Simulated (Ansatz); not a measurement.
Isolated molecules relaxed with PBE0-D4/def2-TZVP in Ansatz; ΔE leaves out vibrations. CCSD(T)/CBS adds triple-zeta CCSD(T) − MP2 to the extrapolated MP2 energy (def2 sets, frozen cores). This one scheme is used for every species. Functionals use def2-TZVPP. HSE06 is defined as in plane-wave codes. Each species was taken in one conformer, which may not be the lowest.

`B[O][AlH][NH2]` + `O[SiH2]F` → `BO[SiH2]F` + `[NH2][AlH][OH]`  (ligand exchange at a B–O bond)

Problem. Is it downhill or uphill in electronic energy at CCSD(T)/CBS, and by how much? (Best estimate.)

Solution. Computed: Uphill: ΔE = +2.2 kcal/mol.

Problem. What do these levels give: r2SCANh-D4, revPBE, r2SCANh, HSE06, LC-ωPBE, CCSD/CBS(def2)? (An estimate is asked.)

Solution. The calculation gave: r2SCANh-D4 3.0, revPBE 3.1, r2SCANh 3.0, HSE06 3.1, LC-ωPBE 3.0, CCSD/CBS(def2) 2.3 kcal/mol.

Largest T1 diagnostic among the species: 0.013.

Leaving LDA and LC-ωPBE aside and taking each functional with its dispersion term where it has one, the values, not all of them listed here, spread over 0.6 kcal/mol, from ωB97X-V to B97M-V. In def2-TZVPP, CCSD(T) changes the Hartree–Fock value by −0.8 kcal/mol (the triples alone add −0.1 kcal/mol) and MP2 by −0.9 kcal/mol. At CCSD(T), def2-SVP lies +1.5 kcal/mol from the extrapolated value and def2-TZVPP +0.2 kcal/mol.
